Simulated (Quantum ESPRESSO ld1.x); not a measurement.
Problem. These are the eigenvalues of the occupied orbitals of an atom or ion with whole-number occupations (hartree). Method: non-relativistic Kohn-Sham, LDA (Slater exchange, Perdew-Zunger correlation), spin-polarised, spherical densities, point nucleus; computed with ld1.x of Quantum ESPRESSO 7.5.

| orbital | eigenvalue |
|---|---|
| 1s up | -195.208 |
| 1s down | -195.208 |
| 2s up | -21.8159 |
| 2s down | -21.7773 |
| 2p up | -18.4316 |
| 2p down | -18.4019 |
| 3s up | -2.55825 |
| 3s down | -2.46289 |
| 3p up | -1.64148 |
| 3p down | -1.54814 |
| 3d up | -0.23260 |
| 4s up | -0.18563 |
| 4s down | -0.16242 |

Which element is it, and in what charge state? The configuration may be excited. Open shells, if any, are filled with parallel spins first.

Solution. Z = 23, vanadium, charge 0: V in [Ar] 3d3 4s2. The list shows which subshells hold electrons but not how many an open one holds; the 1s level, -195.21 hartree, gives Z - s = 19.8 by -(Z - s)^2/2, which with screening narrows Z to a few neighbours, and the depths of the outer levels then fix element, charge and occupations together.
